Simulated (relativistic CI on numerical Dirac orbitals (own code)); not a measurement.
# Cs³⁰⁺: q coefficients and field-shift factors

Computed by Dirac-Coulomb-Breit CI, KLI orbitals optimised for each configuration, derivatives by finite differences, unscaled Slater integrals, QED left out (own radial code, finite nucleus).

CI space (outside the closed core [Ne]): 3s²3p⁶3d⁷, 3s²3p⁵3d⁸, 3s²3p⁴3d⁹, 3s3p⁶3d⁸, 3p⁶3d⁹, 3s3p⁵3d⁹, 3s²3p⁶3d⁶4s, 3s²3p⁶3d⁶4p. Levels of other configurations are missing.

With x = (α/α₀)² − 1 an excitation energy changes as ω = ω₀ + qx; K = 2q/ω₀ is the relative enhancement. Terms are leading LS components, so labels can repeat. The field-shift factor is F = δν/δ⟨r²⟩ for the transition from the lowest level.

Lowest level 3s²3p⁶3d⁷ ⁴F9/2.

```csv
Level,ω₀ (cm⁻¹),q (cm⁻¹),F (GHz/fm²)
3s²3p⁶3d⁷ ²P3/2,66238,-327.1,-0.0924
3s²3p⁶3d⁷ ²D5/2,85634,25000,0.323
3s²3p⁶3d⁷ ⁴F7/2,108431,122400,1.22
3s²3p⁶3d⁷ ⁴F3/2,157046,129700,1.33
3s²3p⁶3d⁷ ²G9/2,158776,108300,1.2
3s²3p⁶3d⁷ ⁴P5/2,166497,130100,1.4
3s²3p⁶3d⁷ ⁴P1/2,182612,119700,1.16
3s²3p⁶3d⁷ ²H11/2,202378,113000,1.39
3s²3p⁶3d⁷ ²G7/2,218810,137600,1.51
3s²3p⁶3d⁷ ²F5/2,268197,128800,1.49
3s²3p⁶3d⁷ ⁴F5/2,270435,204700,2.16
3s²3p⁶3d⁷ ⁴P3/2,277365,236300,2.4
3s²3p⁶3d⁷ ²P1/2,309514,244400,2.35
```

At this charge energies of transitions that change n are usually good to better than 1 %, and those within a shell (Δn = 0) to a few per cent. Terms inside the open d or f shell come out 10 to 20 % too wide with unscaled integrals.

(1) Which transition from the lowest level has the largest |K|?

## Answers

(1) 3s²3p⁶3d⁷ ⁴F7/2 at 108431 cm⁻¹, K = 2.26.
